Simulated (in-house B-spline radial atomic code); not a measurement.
Settings and results of a run for the terbium ion Tb⁵⁺ (with a hole in an inner shell). Level of theory: Dirac-Hartree-Fock, average of the jj configuration, Fermi nucleus of rms radius 5.06 fm; calculated with an all-electron radial atomic-structure program (B-spline basis).

In the input, a minus or plus after the letter marks the j = l - 1/2 or j = l + 1/2 subshell.

Command:
```bash
python run_scf.py task.json out
```
Settings (nuclear radius in fm, mass in u):
```
Z                65
configuration    1s2 2s2 2p6 3s2 3p6 3d10 4s2 4p-1 4p+4 4d10 4f7 5s2 5p6
hamiltonian      dirac
method           hf
spin_polarised   False
nucleus          fermi
rms_radius       5.06
atomic_mass      158.92535
speed_of_light   137.035999084
```

Output (hartree, bohr):
```
 radial grid: 68 intervals, B-splines of order 8, outer radius 25.4386 bohr

 iter        energy (Eh)    residual
    1      -11648.797860    9.12e-01
    2      -11675.678553    1.30e+00
    3      -11694.022895    3.11e-01
    4      -11695.357112    1.02e-01
    5      -11695.461016    2.67e-02
    6      -11695.475148    1.50e-02
    7      -11695.478676    1.87e-03
    8      -11695.478715    3.66e-04
    9      -11695.478718    1.62e-05
   10      -11695.478718    4.53e-07

 total energy                    -11695.47872
 kinetic                           12786.4247
 electron-nucleus                 -28620.7285
 electron-electron                  4138.8251

 first-order corrections (not in the total)
   Gaunt                            12.2047
   retardation                      -1.2846
   frequency dependence             -0.1716
   self-energy                       8.6008
   Uehling                          -1.4092
   Wichmann-Kroll                    0.0456
   recoil                            0.0260

 orbital      occ     eigenvalue          <r>       <r^2>       <1/r>       <r^4>     <1/r^3>       r_max    small
 1s1/2      2.000     -1925.5278    0.0215027 0.000631446     73.0917 1.06406e-06           -     0.01364  5.88e-02
 2s1/2      2.000      -326.3119    0.0908701  0.00981297     17.4943 0.000167328           -     0.07759  1.30e-02
 2p1/2      2.000      -309.4705    0.0759855  0.00714238      17.426 0.000104072           -     0.05867  1.31e-02
 2p3/2      4.000      -281.9964    0.0828786  0.00836417     15.3452 0.000137649     10420.5     0.06454  1.21e-02
 3s1/2      2.000       -76.7788     0.238059   0.0648993     6.40274  0.00637501           -      0.2194  4.18e-03
 3p1/2      2.000       -69.4166     0.228422   0.0607084     6.29653  0.00585245           -      0.2073  4.09e-03
 3p3/2      4.000       -63.6837      0.24104   0.0673927     5.78117  0.00715489     2243.83      0.2194  3.84e-03
 3d3/2      4.000       -51.2456     0.213718   0.0537215     5.64417  0.00514821     375.964      0.1743  3.69e-03
 3d5/2      6.000       -50.0154     0.217772   0.0556502     5.51383   0.0054944     333.336      0.1778  3.62e-03
 4s1/2      2.000       -18.3930     0.538068    0.326411      2.6673    0.154071           -      0.5033  1.32e-03
 4p1/2      1.000       -15.6274     0.552236    0.347563     2.55359    0.183238           -      0.5083  1.24e-03
 4p3/2      4.000       -14.2213     0.576222    0.377041     2.39471    0.211017     500.355      0.5324  1.16e-03
 4d3/2      4.000        -9.2111     0.608894    0.428928     2.17428     0.29572     71.8239      0.5393  9.86e-04
 4d5/2      6.000        -9.0902     0.616971    0.439963     2.13675    0.310183     63.1736      0.5471  9.65e-04
 4f5/2      3.000        -3.3762     0.722108    0.638016     1.72196    0.853789     10.5642      0.5336  6.57e-04
 4f7/2      4.000        -3.3792     0.724985    0.642227     1.71211    0.861612     10.2966      0.5372  6.51e-04
 5s1/2      2.000        -4.5510      1.25141     1.74894     1.06124     4.37386           -       1.145  3.03e-04
 5p1/2      2.000        -3.5427      1.35589     2.06617    0.980476     6.23428           -        1.23  2.71e-04
 5p3/2      4.000        -3.3326       1.4217     2.26427    0.915371     7.44049      79.416       1.286  2.39e-04
```

Run time, properties included: 1.4 s on 1 thread of Arm Neoverse V1 (shared host).

For the Dirac Hamiltonian the kinetic term is c α·p + (β - 1)c².
